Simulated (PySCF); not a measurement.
AlCl, charge -1, doublet, at a GFN2-xTB geometry (such geometries of metal compounds can be far from the true shape) (a state made from the parent by changing its charge; the spin is typed, not shown lowest) (in this run its highest filled SCF level lies above zero, so its values depend strongly on the basis, on diffuse functions most of all); SVWN5/def2-SV(P) (PySCF).

The PySCF input:
```python
from pyscf import gto, scf, dft

mol = gto.M(
    atom='''
Al   -0.000000   -0.000000   -1.405019
Cl    0.000000    0.000000    1.074427
''',
    basis='def2-sv(p)',
    charge=-1,
    spin=1,
    verbose=3,
)

mf = dft.UKS(mol)
mf.xc = 'lda,vwn'
mf.kernel()
mf.analyze()
```

What the program printed (banner, timings and long lists left out):

```
converged SCF energy = -699.908125590012  <S^2> = 0.75129967  2S+1 = 2.0012992
**** MO energy ****
                             alpha | beta                alpha | beta
MO #1   energy= -100.014366382074  | -100.014106167158  occ= 1 | 1
MO #2   energy= -54.8955777243272  | -54.8940698638592  occ= 1 | 1
MO #3   energy= -8.87543836131691  | -8.87514564048883  occ= 1 | 1
MO #4   energy= -6.73727773946542  | -6.73714427051709  occ= 1 | 1
MO #5   energy= -6.73442710580017  | -6.73427975628681  occ= 1 | 1
MO #6   energy= -6.73309387425998  | -6.73229881259582  occ= 1 | 1
MO #7   energy= -3.69429049239906  | -3.69231188835469  occ= 1 | 1
MO #8   energy= -2.33043141176028  | -2.32896029102912  occ= 1 | 1
MO #9   energy= -2.32688956131617  | -2.32541660107472  occ= 1 | 1
MO #10  energy= -2.32566882292557  | -2.32116423564204  occ= 1 | 1
MO #11  energy= -0.473010140827876 | -0.471532612001437 occ= 1 | 1
MO #12  energy= -0.118734362316848 | -0.11038129922904  occ= 1 | 1
MO #13  energy= -0.0493627991145047 | -0.0483753829319802 occ= 1 | 1
MO #14  energy= -0.0460449578576529 | -0.0420897589008409 occ= 1 | 1
MO #15  energy= -0.0215046166639459 | -0.00848713132848999 occ= 1 | 1
MO #16  energy= 0.100031833901794  | 0.11181065587528   occ= 1 | 0
MO #17  energy= 0.100453187203791  | 0.132056084982283  occ= 0 | 0
MO #18  energy= 0.167568235664748  | 0.178818497710468  occ= 0 | 0
MO #19  energy= 0.251127856617583  | 0.264200979172212  occ= 0 | 0
MO #20  energy= 0.448368824961646  | 0.456887342232327  occ= 0 | 0
MO #21  energy= 0.466901598919368  | 0.477478556271655  occ= 0 | 0
MO #22  energy= 0.467452395853189  | 0.495808100110406  occ= 0 | 0
MO #23  energy= 0.585012792076203  | 0.592835728018469  occ= 0 | 0
MO #24  energy= 0.586461487643481  | 0.611502494075302  occ= 0 | 0

To work with the spin densities directly, `use mulliken_meta_spin()` only printing them here.

 ** Mulliken spin pop alpha/beta on meta-lowdin orthogonal AOs **
 ** Mulliken Spin Density (per atom)  **
spin density of  0 Al =      0.96730
spin density of  1 Cl =      0.03270
 ** Mulliken pop alpha/beta on meta-lowdin orthogonal AOs **
 ** Mulliken atomic charges   ( Nelec_alpha | Nelec_beta ) **
charge of  0Al =     -0.53713  (     7.25222      6.28491 )
charge of  1Cl =     -0.46287  (     8.74778      8.71509 )

WARN: System has nonzero charge -1; the dipole moment is origin-dependent.
Location of origin: [0. 0. 0.]

Dipole moment(X, Y, Z, Debye):  0.00000,  0.00000,  2.72926
```
